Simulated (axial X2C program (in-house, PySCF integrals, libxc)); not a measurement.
# Which molecule has these constants?

Calculated with an in-house relativistic program for diatomic molecules, spin-free (one-electron X2C) or two-component (2c: spin–orbit coupling with atomic mean-field Coulomb and Gaunt terms, which also bring small scalar terms), in Dyall basis sets with cores contracted in-house; open shells are unrestricted.

A two-component PBE0 calculation in a Dyall 3-zeta basis gave Re = 2.281 Å, ωe = 359.1 cm⁻¹, De = 3.18 eV, dipole magnitude 7.31 D, Ω = 1/2.

Which molecule is it?
A. CsS
B. CsO
C. CsSe

B. The others have CsS 3.051 Å and 197.5 cm⁻¹ (Ω = 3/2); CsSe 3.187 Å and 134.9 cm⁻¹ (Ω = 3/2).

Each entry is the lowest single determinant of a limited PBE0 search at one distance. De goes to single-determinant-based atoms at the same level (for ions the charge split of lowest energy) and is withheld (n/a) where an atom does not fit its ground term or J level. Main or longest-lived isotopes. One determinant is a doubtful description, or other states lie close, for CsO, CsS, CsSe; these need not be ground states, and all values refer to the states named. Some light 2c atoms are not at their ground J level, so De misses part of their lowering (0.04 eV or less). The functionals have no current term, which raises determinants with orbital currents.
